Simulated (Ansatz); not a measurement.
Consider the redistribution: `CO[SiH2]BO` + `O[SiH](F)[S][GeH3]` → `CO[SiH2][S][GeH3]` + `OB[SiH](O)F`.

Isolated molecules relaxed with PBE0-D4/def2-TZVP in Ansatz; ΔE leaves out vibrations. CCSD(T)/CBS is the MP2 limit (def2-TZVPP, def2-QZVPP) plus CCSD(T) − MP2 in def2-TZVPP, frozen cores. DFT in def2-TZVPP. B3LYP here is the variant with VWN-RPA as its local correlation; programs differ in this. For Ge outer-core shells are correlated without core-valence functions, which leaves a few kJ/mol of doubt a bond. Scalar relativity is left out up to krypton. One conformer a species, not always the lowest.

(1) Is it downhill or uphill in electronic energy at CCSD(T)/CBS, and by how much? (Estimate.)

(2) What do these levels give: r2SCAN-D4, PBE0-D4, B3LYP-D4, ωB97X-V, r2SCAN, PBE0, HF/def2-TZVPP, MP2/def2-TZVPP, CCSD/def2-TZVPP, SCS-MP2/def2-QZVPP, HF/CBS(def2), CCSD/CBS(def2)? (Estimate.)

Largest T1 diagnostic among the species: 0.013.

## Answers

(1) Ansatz gave: Uphill: ΔE = +0.13 eV.

(2) Computed: r2SCAN-D4 0.19, PBE0-D4 0.15, B3LYP-D4 0.14, ωB97X-V 0.15, r2SCAN 0.19, PBE0 0.15, HF/def2-TZVPP 0.07, MP2/def2-TZVPP 0.13, CCSD/def2-TZVPP 0.12, SCS-MP2/def2-QZVPP 0.11, HF/CBS(def2) 0.07, CCSD/CBS(def2) 0.12 eV.

In def2-TZVPP, CCSD(T) changes the Hartree–Fock value by +0.07 eV (the triples alone add +0.01 eV) and MP2 by +0.06 eV.
